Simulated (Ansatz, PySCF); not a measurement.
Species: difluorosilane, sum formula SiH$_{2}$F$_{2}$, net charge 0, singlet state. 
Geometry from a B3LYP-D3(BJ)/def2-TZVP (Ansatz, a first-principles code) optimisation:
```xyz
5

Si     0.2322    -0.1423     0.3567
F     -0.9008    -0.9574    -0.4083
F      0.3968     1.2663    -0.3659
H      1.4982    -0.8787     0.2366
H     -0.2130     0.0912     1.7376
```
Charge 0, spin multiplicity 1.

Quantity: atomisation energy (electronic, to ground-state atoms), in kJ/mol. Correlated levels leave the core frozen unless marked. UHF or UKS for open shells. No spin-orbit coupling. No relativistic terms. The coupled-cluster limit lacks core correlation, which all-electron functionals hold. Basis-set limits of correlation are two-point, X^-3; Hartree-Fock from the larger set.

```
level                            program  atomisation energy (kJ/mol)
------------------------  --------------  ---------------------------
PBE/def2-TZVPD                    Ansatz                       1835.7
revPBE-D3(BJ)/def2-TZVPD  Ansatz + dftd3                       1788.0
BHLYP-D4/def2-TZVPD       Ansatz + dftd4                       1787.7
MN15-D3(BJ)/def2-TZVPD     PySCF + dftd3                       1882.8
```

Problem. Estimate the value at CCSD(T)/CBS(cc-pV(T+d)Z,cc-pV(Q+d)Z) as computed with Ansatz.

Solution. 1873.9 kJ/mol
